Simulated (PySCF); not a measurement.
Calculation: CAM-B3LYP-D3(BJ)/def2-TZVPD (PySCF). Isolated molecules, 0 K electronic values unless said otherwise. One relaxed conformer stands for a flexible species; it need not be the lowest. 

Reference species (SMILES): `[O-][SiH3]` (charge -1, multiplicity 1).

| Property | Value |
|---|---|
| HOMO | -2.70 eV |

Changed species: `[O-][SiH2]B(O)O` (X = borono, proton removed; the reference has X = H, proton removed).

Q: Give the shifts of the HOMO.

A: the HOMO drops by 0.44 eV, to -3.14 eV.
